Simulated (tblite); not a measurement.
Record of a relaxation.

C6H9FOSi.
SMILES with atom numbers: `[CH2:1]=[CH:2][Si@@H:3]([C:4]#[C:5][CH2:6][F:7])[O:8][CH3:9]` (hydrogens: H10, H11 on C1; H12 on C2; H13 on Si3; H14, H15 on C6; H16, H17, H18 on C9)

Computed with GFN2-xTB (tblite), gas phase: L-BFGS steps from a force-field or distance-geometry start until the largest atomic force falls under 0.01 eV/Å. 11 of its 220 geometries are shown.

Step 0: E = -758.3256 eV, largest atomic force 2.194 eV/Å
```
atom  x, y, z in Å  |  force x, y, z in eV/Å
C1     -2.333   -2.664   -0.299   -0.971  -1.011  -0.077
C2     -1.209   -2.026   -0.488    1.071   0.185  -0.503
Si3    -0.861   -0.317    0.121   -1.667   0.751  -0.227
C4      0.897    0.127   -0.153    0.358  -0.098  -0.055
C5      2.059    0.384   -0.320    0.629  -0.036  -0.646
C6      3.471    0.695   -0.572   -0.384  -0.483  -0.815
F7      3.963    1.284    0.555    0.530   0.123  -0.167
O8     -1.859    0.805   -0.718    1.298  -1.511   0.920
C9     -1.291    2.067   -0.633    0.146   1.092   0.506
H10    -2.423   -3.676   -0.693   -0.279   0.170   0.223
H11    -3.210   -2.260    0.212    0.523  -0.092  -0.245
H12    -0.377   -2.520   -1.010   -0.490   0.074   0.201
H13    -1.097   -0.231    1.569   -0.028   0.146  -0.014
H14     4.050   -0.243   -0.819   -0.381   0.648   0.548
H15     3.593    1.367   -1.473   -0.162  -0.214   0.954
H16    -2.010    2.792   -0.170    0.551  -0.564  -0.256
H17    -0.360    1.986   -0.027   -0.620   0.881  -0.337
H18    -1.014    2.438   -1.624   -0.123  -0.060  -0.010
```

Step 22: E = -758.8421 eV, largest atomic force 0.126 eV/Å
```
atom  x, y, z in Å  |  force x, y, z in eV/Å
C1     -2.368   -2.712   -0.335    0.001   0.002   0.026
C2     -1.241   -2.044   -0.519    0.027   0.028  -0.003
Si3    -0.820   -0.358    0.207    0.023  -0.060   0.039
C4      1.004   -0.082   -0.038   -0.006   0.045  -0.016
C5      2.117    0.273   -0.333    0.010  -0.009  -0.013
C6      3.487    0.671   -0.591    0.005  -0.017   0.055
F7      4.024    1.305    0.509    0.058   0.049   0.050
O8     -1.593    0.808   -0.627   -0.062  -0.110  -0.007
C9     -1.308    2.176   -0.657   -0.004  -0.037  -0.011
H10    -2.512   -3.709   -0.726   -0.035   0.043  -0.002
H11    -3.198   -2.300    0.215    0.019   0.016  -0.017
H12    -0.448   -2.543   -1.064   -0.015   0.052  -0.036
H13    -1.101   -0.281    1.647    0.003   0.034  -0.012
H14     4.114   -0.210   -0.781    0.015   0.040  -0.065
H15     3.546    1.387   -1.423   -0.021  -0.103   0.016
H16    -2.139    2.735   -0.227   -0.065  -0.014   0.047
H17    -0.398    2.409   -0.105    0.059   0.025   0.033
H18    -1.176    2.482   -1.694   -0.011   0.015  -0.085
```

Step 44: E = -758.8706 eV, largest atomic force 0.052 eV/Å
```
atom  x, y, z in Å  |  force x, y, z in eV/Å
C1     -2.374   -2.634   -0.337    0.001   0.003  -0.003
C2     -1.226   -2.008   -0.539   -0.001   0.007  -0.002
Si3    -0.754   -0.369    0.246    0.020   0.019   0.019
C4      1.072   -0.086    0.036    0.003   0.032  -0.025
C5      2.195    0.248   -0.245    0.031  -0.014  -0.024
C6      3.556    0.645   -0.550    0.010   0.008   0.003
F7      4.134    1.328    0.499    0.001  -0.009   0.013
O8     -1.550    0.729   -0.649   -0.006  -0.023  -0.019
C9     -1.402    2.117   -0.690   -0.015  -0.009   0.007
H10    -2.623   -3.567   -0.820    0.023  -0.028   0.008
H11    -3.129   -2.235    0.320   -0.008   0.010   0.001
H12    -0.497   -2.461   -1.199   -0.027  -0.037  -0.025
H13    -1.054   -0.247    1.676   -0.014  -0.010   0.033
H14     4.189   -0.230   -0.749   -0.015   0.004   0.019
H15     3.567    1.325   -1.412    0.016  -0.012  -0.002
H16    -2.252    2.585   -0.189   -0.004   0.030  -0.005
H17    -0.480    2.440   -0.203    0.005   0.001  -0.019
H18    -1.382    2.427   -1.737   -0.020   0.027   0.023
```

Step 66: E = -758.8853 eV, largest atomic force 0.078 eV/Å
```
atom  x, y, z in Å  |  force x, y, z in eV/Å
C1     -2.353   -2.620   -0.305   -0.002   0.003   0.010
C2     -1.228   -1.988   -0.596    0.014   0.003  -0.003
Si3    -0.722   -0.342    0.165   -0.014  -0.011  -0.009
C4      1.100   -0.029   -0.086   -0.041   0.019   0.032
C5      2.251    0.267   -0.282   -0.014  -0.044  -0.010
C6      3.649    0.596   -0.493   -0.013   0.007  -0.004
F7      4.172    1.302    0.569   -0.020  -0.018   0.027
O8     -1.590    0.742   -0.680   -0.016  -0.010   0.006
C9     -1.529    2.137   -0.695    0.023  -0.029   0.027
H10    -2.628   -3.568   -0.746    0.044   0.027  -0.014
H11    -3.066   -2.212    0.392    0.006  -0.001   0.008
H12    -0.544   -2.449   -1.299   -0.012  -0.002   0.007
H13    -0.980   -0.270    1.611    0.027   0.031  -0.029
H14     4.250   -0.316   -0.599    0.006  -0.009   0.020
H15     3.769    1.231   -1.378   -0.012   0.011  -0.043
H16    -2.291    2.559   -0.036   -0.041  -0.047   0.027
H17    -0.552    2.492   -0.366    0.051   0.041  -0.043
H18    -1.718    2.472   -1.716    0.015   0.029  -0.009
```

Step 88: E = -758.8952 eV, largest atomic force 0.029 eV/Å
```
atom  x, y, z in Å  |  force x, y, z in eV/Å
C1     -2.309   -2.617   -0.280    0.013  -0.003  -0.004
C2     -1.218   -1.955   -0.628    0.000  -0.001   0.000
Si3    -0.711   -0.298    0.101   -0.004   0.001  -0.008
C4      1.113   -0.022   -0.157   -0.011   0.016   0.015
C5      2.281    0.216   -0.327    0.022   0.012   0.015
C6      3.692    0.529   -0.454   -0.010  -0.001  -0.003
F7      4.129    1.274    0.623    0.010   0.001  -0.010
O8     -1.587    0.763   -0.762    0.000  -0.015  -0.010
C9     -1.615    2.157   -0.696    0.004   0.005   0.002
H10    -2.575   -3.570   -0.712    0.002   0.003  -0.003
H11    -2.995   -2.230    0.456    0.002  -0.013   0.006
H12    -0.563   -2.396   -1.369    0.001  -0.017  -0.005
H13    -0.945   -0.172    1.545   -0.006  -0.005   0.000
H14     4.299   -0.385   -0.472   -0.019   0.003  -0.004
H15     3.885    1.131   -1.352   -0.017  -0.020   0.010
H16    -2.259    2.483    0.123    0.008   0.010   0.012
H17    -0.615    2.566   -0.543    0.023   0.016   0.003
H18    -2.016    2.531   -1.638   -0.018   0.009  -0.015
```

Step 110: E = -758.9022 eV, largest atomic force 0.033 eV/Å
```
atom  x, y, z in Å  |  force x, y, z in eV/Å
C1     -2.245   -2.659   -0.274   -0.026  -0.014   0.007
C2     -1.205   -1.935   -0.653    0.030   0.014  -0.005
Si3    -0.755   -0.265    0.081   -0.011   0.000   0.018
C4      1.079    0.006   -0.092   -0.026   0.000  -0.001
C5      2.250    0.222   -0.270    0.024   0.006  -0.009
C6      3.665    0.490   -0.439    0.004  -0.001  -0.010
F7      4.155    1.277    0.582    0.000  -0.014   0.006
O8     -1.575    0.805   -0.829   -0.015  -0.011   0.021
C9     -1.604    2.196   -0.702    0.013  -0.013  -0.006
H10    -2.462   -3.630   -0.694   -0.011   0.000  -0.020
H11    -2.937   -2.310    0.475    0.020  -0.011   0.012
H12    -0.544   -2.344   -1.408   -0.002   0.003   0.003
H13    -1.070   -0.131    1.509   -0.004  -0.005  -0.014
H14     4.240   -0.445   -0.428    0.009   0.014   0.016
H15     3.848    1.037   -1.373   -0.002  -0.006  -0.007
H16    -2.107    2.484    0.224    0.009   0.026  -0.007
H17    -0.592    2.606   -0.695    0.007   0.013   0.007
H18    -2.151    2.601   -1.553   -0.019  -0.001  -0.012
```

Step 131: E = -758.9087 eV, largest atomic force 0.044 eV/Å
```
atom  x, y, z in Å  |  force x, y, z in eV/Å
C1     -2.164   -2.699   -0.272    0.023  -0.008   0.019
C2     -1.208   -1.884   -0.684    0.015  -0.004  -0.007
Si3    -0.788   -0.231    0.104    0.034   0.009  -0.027
C4      1.047    0.041   -0.075    0.022  -0.003  -0.003
C5      2.227    0.211   -0.248   -0.029   0.006   0.010
C6      3.652    0.434   -0.406   -0.015  -0.007  -0.002
F7      4.141    1.283    0.563   -0.005  -0.002   0.011
O8     -1.631    0.839   -0.783    0.000   0.006   0.001
C9     -1.624    2.234   -0.727    0.011  -0.005   0.003
H10    -2.360   -3.649   -0.748   -0.020   0.018   0.019
H11    -2.794   -2.454    0.568   -0.004  -0.020  -0.015
H12    -0.598   -2.196   -1.524   -0.014   0.002  -0.019
H13    -1.099   -0.126    1.533   -0.011   0.002   0.020
H14     4.202   -0.511   -0.311    0.011  -0.002   0.014
H15     3.871    0.902   -1.374   -0.010   0.005  -0.020
H16    -1.927    2.587    0.262   -0.008  -0.001   0.002
H17    -0.627    2.624   -0.944   -0.006  -0.006  -0.004
H18    -2.330    2.601   -1.473    0.008   0.010  -0.002
```

Step 153: E = -758.9211 eV, largest atomic force 0.062 eV/Å
```
atom  x, y, z in Å  |  force x, y, z in eV/Å
C1     -2.015   -2.795   -0.216   -0.014  -0.008   0.034
C2     -1.304   -1.831   -0.775    0.042   0.005  -0.026
Si3    -0.861   -0.210    0.066    0.008   0.014  -0.011
C4      0.985    0.017   -0.062   -0.006   0.000  -0.001
C5      2.169    0.177   -0.213   -0.012  -0.012  -0.019
C6      3.596    0.394   -0.355    0.002   0.006   0.025
F7      4.043    1.364    0.518    0.013   0.038   0.008
O8     -1.651    0.907   -0.811   -0.009   0.000  -0.007
C9     -1.563    2.299   -0.751    0.015  -0.021  -0.001
H10    -2.225   -3.726   -0.721   -0.022   0.003   0.015
H11    -2.427   -2.696    0.777    0.031  -0.021  -0.050
H12    -0.912   -1.995   -1.773   -0.042   0.018   0.039
H13    -1.209   -0.131    1.488    0.002  -0.001  -0.004
H14     4.155   -0.520   -0.120   -0.006  -0.017  -0.021
H15     3.839    0.743   -1.367    0.000  -0.013   0.011
H16    -1.679    2.660    0.272   -0.020   0.004   0.033
H17    -0.595    2.635   -1.127    0.030   0.006  -0.009
H18    -2.357    2.716   -1.372   -0.011  -0.004  -0.017
```

Step 175: E = -758.9407 eV, largest atomic force 0.043 eV/Å
```
atom  x, y, z in Å  |  force x, y, z in eV/Å
C1     -1.899   -2.882   -0.175    0.032  -0.024  -0.009
C2     -1.511   -1.793   -0.817   -0.028   0.002  -0.019
Si3    -0.895   -0.229    0.019   -0.017  -0.022  -0.016
C4      0.955   -0.053   -0.118   -0.023  -0.001   0.032
C5      2.138    0.151   -0.217    0.003  -0.019  -0.024
C6      3.560    0.424   -0.298    0.010  -0.011   0.009
F7      3.895    1.513    0.478    0.027   0.015  -0.002
O8     -1.630    0.930   -0.852    0.001  -0.001   0.017
C9     -1.457    2.312   -0.778    0.003  -0.010  -0.009
H10    -2.273   -3.758   -0.684    0.026  -0.001  -0.024
H11    -1.857   -2.957    0.899   -0.006   0.039   0.018
H12    -1.570   -1.785   -1.899   -0.016  -0.003   0.013
H13    -1.217   -0.150    1.448    0.009   0.021   0.000
H14     4.144   -0.426    0.076   -0.007   0.004  -0.002
H15     3.856    0.665   -1.327   -0.006  -0.002   0.003
H16    -1.631    2.675    0.237    0.001   0.015   0.019
H17    -0.443    2.590   -1.079    0.002  -0.010   0.017
H18    -2.174    2.779   -1.453   -0.012   0.007  -0.023
```

Step 197: E = -758.9499 eV, largest atomic force 0.081 eV/Å
```
atom  x, y, z in Å  |  force x, y, z in eV/Å
C1     -1.755   -2.934   -0.199    0.012  -0.032  -0.005
C2     -1.634   -1.768   -0.809   -0.030   0.021   0.072
Si3    -0.977   -0.225    0.032    0.034   0.019  -0.009
C4      0.879   -0.094   -0.072   -0.003   0.022  -0.022
C5      2.055    0.135   -0.196    0.062  -0.002   0.019
C6      3.475    0.421   -0.295    0.006   0.003   0.012
F7      3.802    1.575    0.386   -0.031   0.022   0.020
O8     -1.649    0.969   -0.841   -0.013   0.013  -0.015
C9     -1.351    2.331   -0.785   -0.014  -0.039   0.011
H10    -2.158   -3.808   -0.686    0.006  -0.035  -0.041
H11    -1.452   -3.077    0.825    0.005   0.032   0.022
H12    -1.956   -1.686   -1.839   -0.003   0.014  -0.027
H13    -1.302   -0.108    1.457   -0.018  -0.026   0.045
H14     4.072   -0.384    0.151   -0.015  -0.026  -0.018
H15     3.768    0.584   -1.339    0.000  -0.033  -0.025
H16    -1.623    2.753    0.185   -0.024  -0.013  -0.010
H17    -0.284    2.493   -0.944    0.043   0.027  -0.011
H18    -1.918    2.830   -1.570   -0.016   0.032  -0.015
```

Step 219: E = -758.9665 eV, largest atomic force 0.010 eV/Å
```
atom  x, y, z in Å  |  force x, y, z in eV/Å
C1     -1.388   -2.883   -0.296   -0.002  -0.006  -0.002
C2     -1.663   -1.671   -0.747    0.001   0.010  -0.002
Si3    -1.030   -0.098    0.056    0.004   0.003  -0.003
C4      0.829   -0.013   -0.041    0.002  -0.002   0.000
C5      2.027    0.052   -0.145   -0.006   0.000  -0.001
C6      3.469    0.172   -0.243   -0.002   0.005   0.005
F7      3.898    1.412    0.182    0.001  -0.004  -0.007
O8     -1.712    1.050   -0.869    0.000  -0.001   0.007
C9     -1.535    2.432   -0.809    0.003  -0.003   0.000
H10    -1.762   -3.780   -0.767   -0.001  -0.001  -0.003
H11    -0.768   -3.035    0.572    0.002   0.002   0.003
H12    -2.290   -1.570   -1.624   -0.003  -0.005   0.001
H13    -1.370    0.047    1.478   -0.001   0.002  -0.002
H14     3.966   -0.571    0.394    0.002  -0.002   0.002
H15     3.799    0.061   -1.284    0.000   0.003   0.005
H16    -1.987    2.840    0.098    0.001  -0.003  -0.001
H17    -0.473    2.689   -0.814    0.002   0.002  -0.003
H18    -2.018    2.872   -1.681   -0.003   0.001   0.002
```

Q: Summarise the path.

A: The energy falls by 0.6409 eV from step 0 to step 219; nine tenths of that is first reached at step 111. It rises by more than 0.2 meV at steps 146, 149, 152 and 179. The largest force goes from 2.194 to 0.010 eV/Å. Among the bonds Si3–O8 changes most, from 1.720 to 1.624 Å; the atoms move by 1.064 Å rms after alignment.

What follows is the cost of the whole relaxation. Hardware: one thread of an Intel Xeon at 2.50 GHz, shared host with 64 logical CPUs at a one-minute load of 62. Cost: 6.2 s wall.
